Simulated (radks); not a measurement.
Charge is removed step by step from the 2p down level of the argon ion Ar3+, starting from [He] 2s2 2p(up 3, down 3) 3s2 3p3. Level of theory: scalar-relativistic Kohn-Sham, PBE, spin-polarised, spherical densities, finite nucleus; open shells are filled with parallel spins first; Fermi nuclear charge, rms radius 3.4274 fm (a radial shooting solver on a logarithmic mesh with Libxc functionals). At the starting occupation the eigenvalue is -277.33 eV. Estimate the energy to remove one whole electron from this level, the eigenvalue at the end, and how far E(n) bends from a straight line.

Answer. Delta-SCF 300.07 eV; final eigenvalue -323.33 eV; the deviation from the straight line is -5.752 eV at 0.5 electron removed, the largest on the grid computed. Slater's transition state (half an electron removed) gives 300.02 eV. Integrating minus the eigenvalue over the occupation (Janak's theorem) gives 300.13 eV. In this scalar-relativistic scheme the density is built from large components alone, so the theorem holds only approximately. The mean slope of the eigenvalue, de/dn, is 46.0 eV per electron.
